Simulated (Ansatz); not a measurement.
Steps of a relaxation of CH7FOSi2 (`FC([SiH3])O[SiH3]`) with RKS PBE0-D4/def2-TZVP.

```sh
$ ansatz run in.yaml --threads 4 --pin off --events-out ev --progress --plain --max-ram 10444MiB
```

```yaml
crystal:
  periodic: [false, false, false]
  atoms:
    - {symbol: F, position_ang: [-1.572422, 0.330973, 0.442430]}
    - {symbol: C, position_ang: [-0.509678, -0.333919, -0.198472]}
    - {symbol: Si, position_ang: [-0.307978, -2.069203, 0.620266]}
    - {symbol: O, position_ang: [0.669952, 0.380489, -0.028269]}
    - {symbol: Si, position_ang: [0.796957, 2.036301, -0.413232]}
    - {symbol: H, position_ang: [-0.796539, -0.382889, -1.280272]}
    - {symbol: H, position_ang: [0.816401, -2.808432, -0.048698]}
    - {symbol: H, position_ang: [-1.587193, -2.841795, 0.460254]}
    - {symbol: H, position_ang: [-0.008339, -1.861733, 2.075203]}
    - {symbol: H, position_ang: [0.241393, 2.907093, 0.674990]}
    - {symbol: H, position_ang: [2.265351, 2.286167, -0.565027]}
    - {symbol: H, position_ang: [0.068996, 2.301749, -1.705275]}
basis:
  gaussian: {orbitals: def2-TZVP}
hamiltonian: {xc: pbe0, dispersion: d4}
relax: {f_tol: 0.005, max_steps: 150}
```

Positions (Å) and forces (eV/Å) along the path, 11 of 12 steps:

```xyz
12
step=1 energy=-21660.7938 eV
F    -1.572    0.331    0.442    0.364   -0.147   -0.233
C    -0.510   -0.334   -0.198    0.010    0.009   -0.231
Si   -0.308   -2.069    0.620   -0.015   -0.061    0.065
O     0.670    0.380   -0.028   -0.381    0.805   -0.245
Si    0.797    2.036   -0.413   -0.042   -0.632    0.100
H    -0.797   -0.383   -1.280    0.134    0.100    0.619
H     0.816   -2.808   -0.049   -0.242    0.185    0.121
H    -1.587   -2.842    0.460    0.268    0.175    0.011
H    -0.008   -1.862    2.075   -0.050   -0.038   -0.307
H     0.241    2.907    0.675    0.103   -0.237   -0.237
H     2.265    2.286   -0.565   -0.307   -0.076    0.034
H     0.069    2.302   -1.705    0.158   -0.083    0.303
12
step=2 energy=-21660.8399 eV
F    -1.559    0.338    0.438    0.111   -0.057   -0.059
C    -0.502   -0.331   -0.193   -0.003    0.040   -0.052
Si   -0.307   -2.059    0.621   -0.006    0.030   -0.035
O     0.668    0.385   -0.020   -0.124    0.522   -0.157
Si    0.791    2.021   -0.415   -0.020   -0.546    0.146
H    -0.784   -0.367   -1.261    0.050   -0.006    0.190
H     0.807   -2.779   -0.054   -0.057    0.038    0.033
H    -1.576   -2.819    0.449    0.067    0.040    0.013
H    -0.005   -1.854    2.061   -0.016   -0.018   -0.073
H     0.230    2.875    0.663    0.031   -0.034   -0.066
H     2.247    2.264   -0.563   -0.074    0.008   -0.001
H     0.066    2.271   -1.693    0.042   -0.017    0.060
12
step=3 energy=-21660.8499 eV
F    -1.558    0.341    0.440    0.031   -0.017   -0.010
C    -0.501   -0.325   -0.187   -0.033   -0.039    0.052
Si   -0.305   -2.051    0.615   -0.004   -0.002    0.011
O     0.664    0.393   -0.014   -0.029    0.097   -0.028
Si    0.789    2.006   -0.411    0.030   -0.083    0.030
H    -0.780   -0.364   -1.250    0.001    0.009   -0.032
H     0.806   -2.766   -0.060    0.007    0.001   -0.013
H    -1.570   -2.809    0.445   -0.012   -0.004   -0.008
H    -0.005   -1.855    2.052    0.007   -0.003    0.015
H     0.227    2.867    0.655   -0.005    0.024    0.002
H     2.239    2.258   -0.561    0.016    0.013   -0.001
H     0.071    2.250   -1.690   -0.009    0.003   -0.018
12
step=4 energy=-21660.8506 eV
F    -1.560    0.338    0.443    0.009   -0.009    0.000
C    -0.503   -0.325   -0.184   -0.023   -0.013    0.028
Si   -0.306   -2.052    0.616    0.004   -0.001   -0.007
O     0.660    0.396   -0.009   -0.018    0.027   -0.005
Si    0.790    2.005   -0.412    0.020   -0.002    0.007
H    -0.780   -0.363   -1.247    0.003   -0.003   -0.013
H     0.805   -2.763   -0.065    0.003   -0.002   -0.004
H    -1.570   -2.810    0.441   -0.004   -0.001    0.000
H    -0.002   -1.861    2.054    0.001   -0.005    0.003
H     0.227    2.874    0.648   -0.002    0.010    0.000
H     2.241    2.259   -0.560    0.005    0.000   -0.001
H     0.074    2.247   -1.693    0.000   -0.002   -0.009
12
step=5 energy=-21660.8514 eV
F    -1.569    0.331    0.454   -0.006   -0.007    0.006
C    -0.509   -0.324   -0.174    0.009    0.022   -0.011
Si   -0.304   -2.055    0.615    0.005   -0.005   -0.001
O     0.650    0.405    0.003   -0.016   -0.043    0.024
Si    0.792    2.007   -0.414    0.009    0.056   -0.024
H    -0.783   -0.359   -1.239   -0.002   -0.005    0.009
H     0.806   -2.759   -0.075   -0.003    0.004    0.000
H    -1.569   -2.812    0.437    0.003    0.001    0.000
H     0.002   -1.878    2.055    0.000   -0.001   -0.005
H     0.226    2.894    0.631    0.002   -0.008   -0.009
H     2.246    2.255   -0.555   -0.005   -0.010    0.005
H     0.088    2.239   -1.704    0.005   -0.004    0.008
12
step=6 energy=-21660.8518 eV
F    -1.567    0.329    0.492   -0.002    0.002   -0.005
C    -0.516   -0.318   -0.161   -0.026   -0.046    0.036
Si   -0.300   -2.057    0.610   -0.016    0.016   -0.013
O     0.644    0.407    0.006    0.019    0.014   -0.003
Si    0.796    2.006   -0.423    0.019    0.017    0.021
H    -0.811   -0.345   -1.220    0.008    0.009   -0.014
H     0.807   -2.752   -0.092    0.006   -0.002   -0.003
H    -1.564   -2.814    0.432   -0.001   -0.008    0.001
H     0.011   -1.890    2.049    0.008   -0.002    0.002
H     0.199    2.897    0.598   -0.010    0.019    0.006
H     2.251    2.255   -0.524    0.014   -0.013   -0.002
H     0.129    2.227   -1.733   -0.019   -0.005   -0.026
12
step=8 energy=-21660.8530 eV
F    -1.596    0.315    0.534    0.001   -0.005   -0.001
C    -0.537   -0.307   -0.128   -0.002    0.011   -0.024
Si   -0.295   -2.061    0.601   -0.006    0.003   -0.003
O     0.615    0.429    0.054    0.015    0.004    0.027
Si    0.801    2.008   -0.430    0.001    0.016   -0.015
H    -0.826   -0.317   -1.190   -0.004   -0.005    0.013
H     0.809   -2.726   -0.136   -0.009    0.007    0.008
H    -1.554   -2.827    0.420    0.004   -0.002    0.000
H     0.035   -1.933    2.041    0.004    0.003   -0.013
H     0.182    2.953    0.534    0.005   -0.026   -0.025
H     2.263    2.232   -0.492   -0.013   -0.001   -0.001
H     0.179    2.180   -1.773    0.004   -0.004    0.034
12
step=9 energy=-21660.8532 eV
F    -1.598    0.315    0.536    0.006   -0.008   -0.001
C    -0.537   -0.305   -0.125   -0.006    0.009   -0.020
Si   -0.296   -2.060    0.598   -0.001    0.001    0.007
O     0.614    0.430    0.063    0.011   -0.007    0.023
Si    0.802    2.007   -0.429   -0.013    0.020   -0.020
H    -0.824   -0.312   -1.187   -0.001   -0.001    0.008
H     0.808   -2.724   -0.141   -0.007    0.005    0.001
H    -1.554   -2.828    0.420    0.002    0.000   -0.003
H     0.039   -1.935    2.037    0.001    0.002   -0.006
H     0.179    2.956    0.526    0.009   -0.016   -0.011
H     2.264    2.230   -0.490   -0.007    0.000    0.001
H     0.181    2.170   -1.773    0.007   -0.005    0.021
12
step=10 energy=-21660.8534 eV
F    -1.603    0.313    0.538   -0.001    0.002    0.001
C    -0.538   -0.302   -0.119   -0.002    0.006    0.002
Si   -0.297   -2.060    0.597    0.010    0.001   -0.013
O     0.612    0.433    0.081   -0.005   -0.009    0.003
Si    0.802    2.004   -0.429   -0.006    0.004   -0.006
H    -0.819   -0.303   -1.183    0.003   -0.001    0.001
H     0.804   -2.716   -0.152    0.003   -0.005    0.003
H    -1.554   -2.829    0.417   -0.002    0.003    0.006
H     0.046   -1.938    2.033   -0.005   -0.003    0.000
H     0.177    2.962    0.514   -0.001    0.001    0.001
H     2.264    2.229   -0.488    0.005    0.001   -0.002
H     0.183    2.150   -1.774    0.002    0.001    0.003
12
step=11 energy=-21660.8534 eV
F    -1.605    0.312    0.542    0.003   -0.003    0.000
C    -0.539   -0.300   -0.116    0.003    0.005    0.000
Si   -0.296   -2.060    0.594   -0.003   -0.003    0.005
O     0.611    0.436    0.087   -0.004   -0.003   -0.001
Si    0.803    2.005   -0.429   -0.004    0.000   -0.002
H    -0.818   -0.299   -1.180    0.000    0.000    0.000
H     0.804   -2.717   -0.155    0.000    0.001   -0.001
H    -1.554   -2.828    0.416   -0.001    0.000   -0.003
H     0.046   -1.943    2.032    0.001    0.000    0.001
H     0.175    2.966    0.507    0.001    0.002    0.002
H     2.264    2.229   -0.488    0.002    0.001    0.000
H     0.186    2.144   -1.776    0.001    0.000   -0.001
12
step=12 energy=-21660.8535 eV
F    -1.605    0.312    0.543    0.001   -0.001    0.000
C    -0.538   -0.300   -0.115    0.003    0.003    0.000
Si   -0.296   -2.060    0.595   -0.001   -0.001    0.001
O     0.611    0.436    0.087   -0.002   -0.001    0.000
Si    0.802    2.005   -0.430   -0.001    0.000   -0.001
H    -0.818   -0.299   -1.180    0.000    0.000    0.000
H     0.805   -2.717   -0.154    0.000    0.000    0.000
H    -1.554   -2.828    0.414    0.000    0.000   -0.001
H     0.045   -1.944    2.032    0.000    0.000    0.000
H     0.175    2.967    0.507    0.000    0.000    0.000
H     2.264    2.229   -0.488    0.000    0.000    0.000
H     0.186    2.144   -1.777    0.000    0.000    0.000
```

Hardware: 4 threads of an Arm Neoverse V1 on a shared host. Wall time 47 s, peak host memory 0.58 GiB.
